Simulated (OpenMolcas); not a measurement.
**Nb4+: moving or changing the point charges**

Nb4+ among 6 point charges of -1.7 e arranged as a trigonal prism (D3h), 2.16 Å from the ion, with a polar angle of 48.1° against the regular 49.1°.
```
   1.6082    0.0000    1.4420  -1.70
  -0.8041    1.3927    1.4420  -1.70
  -0.8041   -1.3927    1.4420  -1.70
   1.6082    0.0000   -1.4420  -1.70
  -0.8041    1.3927   -1.4420  -1.70
  -0.8041   -1.3927   -1.4420  -1.70
```

| Property | Result |
| --- | --- |
| Program | OpenMolcas |
| Method | CASSCF |
| Basis | ANO-RCC-VTZP [7s6p4d2f1g] |
| Scalar Hamiltonian | DKH2, point nucleus |
| Active space | 1 electron in 5 orbitals (4d) |
| State averaging | 2S+1 = 2 even, 5 roots |
| Spin-orbit coupling | state interaction with AMFI integrals over the reference wave functions |

Runs around this geometry, states (labels of D3, the rotations of D3h). Energies in cm-1 above the lowest state or level, χT in cm3 K/mol.

```json
{"R (Å)": "2.16", "q (e)": "-1.1", "Polar angle / regular": "0.98", "Ground state": "2E", "First state of that spin": "2A1 3614", "First gap with spin-orbit (degeneracies)": "1484 (2, 2)", "χT at 300 K": "0.197"}
{"R (Å)": "2.06", "q (e)": "-1.7", "Polar angle / regular": "0.98", "Ground state": "2E", "First state of that spin": "2A1 5682", "First gap with spin-orbit (degeneracies)": "1365 (2, 2)", "χT at 300 K": "0.196"}
{"R (Å)": "2.16", "q (e)": "-1.7", "Polar angle / regular": "0.98", "Ground state": "2E", "First state of that spin": "2A1 5335", "First gap with spin-orbit (degeneracies)": "1407 (2, 2)", "χT at 300 K": "0.197"}
{"R (Å)": "2.37", "q (e)": "-1.7", "Polar angle / regular": "0.98", "Ground state": "2E", "First state of that spin": "2A1 4538", "First gap with spin-orbit (degeneracies)": "1466 (2, 2)", "χT at 300 K": "0.197"}
{"R (Å)": "2.16", "q (e)": "-1.7", "Polar angle / regular": "1.06", "Ground state": "2E", "First state of that spin": "2A1 780.3", "First gap with spin-orbit (degeneracies)": "1388 (2, 2)", "χT at 300 K": "0.198"}
```

Taking the first state of the same spin as R^-n, n = -ln(4538 / 5682) / ln(2.37 / 2.06) = 1.6 between the shortest and longest distance.

Scaling the charges by -1.1 / -1.7 = 0.65 scales the first state of the same spin by 3614 / 5335 = 0.68; with fixed orbitals a first-order splitting would follow the charge.

An orbital doublet at a regular site is open to a Jahn-Teller distortion, which this geometry leaves out. Point charges carry no covalency, so the field is a model and not that of real ligands. No measured value stands beside these numbers.
